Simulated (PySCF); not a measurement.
**From computed data to an observable: entropy of an ideal gas**

Se(Cl)(SeH) (ClHSe2), SMILES [SeH][Se]Cl.

Geometry optimised at r2SCAN-D4/def2-SVP. The values are those of a single conformer.

r2SCAN-D4/def2-SVP run with PySCF gives the harmonic wavenumbers 127, 295, 354, 359, 748, 2361 cm⁻¹ and the rotational temperatures 0.2951, 0.0687, 0.0563 K. The molar mass is 194.40 g/mol, the symmetry number 1, the spin multiplicity 1.

### Question
Work out the entropy at 298.15 K and 1 atm in the rigid-rotor, harmonic-oscillator model.

### Answer

Translation (Sackur–Tetrode at 1 atm): S = R[1.5 ln M + 2.5 ln T − 1.16487] = 174.5 J/(mol K).
Rotation: q = (√π/σ) T^1.5/√(θA θB θC) = 270000, S = R[ln q + 3/2] = 116.5 J/(mol K).
Vibration: with u = 1.4388 ν/T, each mode gives R[u/(e^u − 1) − ln(1 − e^−u)]:
| ν (cm⁻¹) | modes | u | S (J/(mol K)) |
|---|---|---|---|
| 127 | 1 | 0.61 | 12.51 |
| 295 | 1 | 1.42 | 6.05 |
| 354 | 1 | 1.71 | 4.80 |
| 359 | 1 | 1.73 | 4.71 |
| 748 | 1 | 3.61 | 1.06 |
The stiffer modes add less than 0.005 each. Sum 29.1 J/(mol K).
Spin: R ln 1 = 0.0 J/(mol K).
Total 320.1 J/(mol K); the program's own thermochemistry gives 320.0. Translation makes up 55 % and vibration 9 %. Anharmonicity, hindered rotation and orbital degeneracy are left out.
